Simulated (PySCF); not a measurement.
**SO₂F₂ + 2 F₂ → SF₆ + O₂**

Level: PBE0 in the def2-TZVP basis family, all electrons, no relativity, computed in PySCF with density fitting; open shells unrestricted.

| species | state and structure | E (Eh) | ZPE (kJ/mol) | H(298 K) − H(0) (kJ/mol) | S° (J/(mol K)) |
| --- | --- | --- | --- | --- | --- |
| SO₂F₂ | singlet, C2v, S–F 1.539 Å (×2), S–O 1.404 Å (×2); F–S–F 95.6°, F–S–O 108.1° (×4), O–S–O 124.9° | -748.00927 | 41.8 | 13.5 | 283.8 |
| F₂ | singlet, D∞h, F–F 1.376 Å | -199.40856 | 6.6 | 8.7 | 201.9 |
| SF₆ | singlet, Oh, S–F 1.565 Å (×6) | -996.78262 | 56.0 | 17.0 | 292.0 |
| O₂ | triplet, D∞h, O–O 1.193 Å | -150.23561 | 10.3 | 8.7 | 204.9 |

What is the electronic reaction energy?

At PBE0/def2-TZVP, ΔE = -503.7 kJ/mol from the differences of the total energies times 2625.5, downhill. Fluorination of this kind underlies dry etching and chamber cleaning.

Add zero-point, thermal and entropy terms for 298.15 K and 1 bar.

ΔZPE = 11.3 and Δ[H(298) − H(0)] = -5.2 kJ/mol give ΔH° = -497.6 kJ/mol. ΔS° = -190.7 J/(mol K), so ΔG° = -497.6 − 298.15 × (-0.1907) = -441 kJ/mol. ΔG° would change sign near 2610 K if ΔH° and ΔS° stayed fixed.

Each species is the lowest minimum found with this bonding; other isomers or fragments can lie lower.
